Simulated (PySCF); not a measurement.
Species: C7H7ClN2.
Atom-mapped SMILES: `[Cl:1][c:2]1[cH:3][n:4][n:5][cH:6][c:7]1[CH:8]1[CH2:9][CH2:10]1`

Cartesian coordinates in Å at the GFN2-xTB level; atoms count from 1:
```xyz
17
C7H7ClN2 angstrom
Cl     1.1731    1.5237    2.2998
C      1.4415    0.5173    0.9194
C      2.7426    0.1519    0.5768
N      3.0106   -0.6112   -0.4614
N      2.0497   -1.0551   -1.2124
C      0.8000   -0.7514   -0.9494
C      0.3930    0.0535    0.1287
C     -1.0134    0.3774    0.3973
C     -1.9809    0.5760   -0.7453
C     -2.0989   -0.6332    0.1135
H      3.5918    0.4846    1.1554
H      0.0772   -1.1719   -1.6339
H     -1.1540    1.0056    1.2672
H     -2.7151    1.3601   -0.6407
H     -1.6038    0.4654   -1.7505
H     -2.9159   -0.6913    0.8161
H     -1.8044   -1.5894   -0.2904
```

NICS is the negative of the GIAO shielding at a point without a nucleus: at the ring centre (0) and 1 Å above and below it (1); zz is the component along the ring normal. Level: GIAO PBE0/pcSseg-1 (PySCF, non-relativistic, gas phase) on the GFN2-xTB geometry, one conformer.

Ring bond lengths (Å), with Mayer bond orders in brackets: C2–C3 1.394 (1.29), C3–N4 1.316 (1.53), N4–N5 1.298 (1.30), N5–C6 1.313 (1.54), C6–C7 1.406 (1.28), C7–C2 1.393 (1.33); C8–C9 1.510 (0.93), C9–C10 1.488 (0.98), C10–C8 1.510 (0.93).

Question: Give the NICS values of each ring in ppm.

Answer: 
```csv
ring,type,NICS(0),"NICS(1), two faces","NICS(1)zz, two faces",rms pucker (Å),"centre to ring atoms, mean (Å)"
C2–C3–N4–N5–C6–C7,6-membered ring with 2 N; formal bonds all aromatic,-5.8,-10.8 / -10.8,-25.1 / -25.1,0.00,1.35
C8–C9–C10,3-membered carbocycle; formal bonds all single,-43.4,-7.7 / -7.2,-23.0 / -23.3,0.00,0.87
```

Question: What can be read from them?

Answer: 
- C2–C3–N4–N5–C6–C7: mean NICS(1)zz -25.1 ppm, shielded. The ring is flat and has no four-coordinate atom; by the NICS criterion it is aromatic. NICS(0) lies 5 ppm above the mean NICS(1).
- C8–C9–C10: mean NICS(1)zz -23.2 ppm, shielded. C8, C9, C10 have four or more neighbours; no verdict on aromaticity is drawn. NICS(0) lies 36 ppm below the mean NICS(1).

Question: What does the geometric index give? Use HOMA with the parameters of Krygowski (1993).

Answer: 
- C2–C3–N4–N5–C6–C7: HOMA 0.97; the largest term is that of C6–C7, α(R − Ropt)² = 0.08. The geometric and the magnetic index point the same way.

Question: What field does 7.05 T along the ring normal induce along that normal at the second NICS(1) probe listed for ring C2–C3–N4–N5–C6–C7, 1 Å off the ring?

Answer: NICSzz × B0 = -25.1 ppm × 7.05 T = -177 μT, against the applied field.

Question: Give the inner angles of the rings and the Hirshfeld charges of the ring atoms.

Answer: 
- C2–C3–N4–N5–C6–C7: C2 118.4° (+0.017 e), C3 122.4° (+0.001 e), N4 120.3° (-0.108 e), N5 120.6° (-0.110 e), C6 124.2° (+0.012 e), C7 114.1° (+0.010 e); sum 720.0° against 720° for a flat convex ring.
- C8–C9–C10: C8 59.0° (-0.045 e), C9 60.5° (-0.077 e), C10 60.5° (-0.077 e); sum 180.0° against 180° for a flat convex ring.

Question: What are the shieldings of the ring atoms and their hydrogens in the same run (means over atoms taken as equivalent)?

Answer: 
```
   atoms                          environment  σ isotropic (ppm)  principal values of the symmetric part, first atom (ppm)
      C2                 aromatic C–Cl carbon               39.1                                        -56.9, 51.7, 122.4
      C3  aromatic CH next to a ring nitrogen               32.6                                        -83.8, 49.7, 131.9
      N4               pyridine-type nitrogen             -182.4                                     -588.4, -192.5, 233.6
      N5               pyridine-type nitrogen             -185.0                                     -610.5, -199.2, 254.8
      C6  aromatic CH next to a ring nitrogen               38.0                                        -83.2, 51.5, 145.9
      C7          substituted aromatic carbon               40.0                                         -55.0, 5.0, 170.1
      C8                 benzylic-type carbon              174.7                                       142.8, 163.4, 218.0
 C9 (×2)           three-membered-ring carbon              170.6                                       136.5, 174.7, 200.4
     H11                    aromatic hydrogen              22.36                                          18.6, 18.9, 29.6
     H12                    aromatic hydrogen              23.11                                          18.5, 19.0, 31.9
     H13                     methine hydrogen              29.25                                          19.5, 29.8, 38.5
H14 (×2)                   methylene hydrogen              30.38                                          24.3, 26.4, 40.4
H15 (×2)                   methylene hydrogen              30.80                                          25.0, 28.7, 38.6
```
